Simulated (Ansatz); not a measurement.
ReO3Cl (ReClO3) was relaxed with PBE-D4 (def2-SVP, def2-SVPD) in Ansatz in these states: charge -1 doublet, neutral singlet. The geometries follow in no particular order.

In the def2 sets Re takes a core potential; there is no spin–orbit coupling.

A:

Cartesian coordinates in Å:
```
Re 0.0738 -0.0432 0.0379
O -0.3666 -0.7971 1.5143
O 0.6755 -1.2444 -1.0286
O 1.3290 1.0821 0.3543
Cl -1.7117 1.0027 -0.8779
```

B:

Cartesian coordinates in Å:
```
Re -0.0731 -0.0293 -0.1335
O -0.3089 -1.6067 -0.8627
O -1.5713 0.8378 0.2545
O 0.8454 1.1161 -1.1293
Cl 1.1080 -0.3179 1.8710
```

Question: Judge from the bond lengths which geometry belongs to which state (an estimate).

Answer: A is the neutral singlet (Re1–Cl5 2.263 Å, Re1–O3 1.715 Å, Re1–O4 1.715 Å); B is the charge -1 doublet (Re1–Cl5 2.344 Å, Re1–O3 1.774 Å, Re1–O4 1.774 Å).

At PBE-D4/def2-SVPD the highest occupied level of the relaxed charge -1 doublet lies above zero (up to 1.07 eV). By energy differences its removal costs 1.78 eV (each at its own geometry, to the charge 0 singlet, at PBE0-D4/def2-TZVPD).
